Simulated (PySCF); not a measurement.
# Germanium: a sound run and one with changed settings

Sound run: Ge [Ar] 3d10 4s2 4p2, Ge⁺ [Ar] 3d10 4s2 4p1. Computed with PySCF 2.14 in aug-cc-pVDZ-DK, with scalar relativity by spin-free X2C-1e. In the sound run the correlated levels freeze [Ar] 3d10. The sound run starts from symmetry-adapted Hartree-Fock orbitals and uses a fine grid where one is needed.

Changed run: initial guess atom, at most 50 SCF cycles.

```csv
species,method,sound run (hartree),changed run (hartree),converged
Ge,UHF,-2096.95964,-2096.95964,yes
Ge,r2SCAN,-2098.60717,-2098.60717,yes
Ge,CCSD(T),-2097.01755,-2097.01755,yes
Ge⁺,TPSS,-2098.30846,-2098.30846,yes
Ge⁺,MP2,-2096.71839,-2096.71839,yes
```

Here the plain start reaches the same solutions.
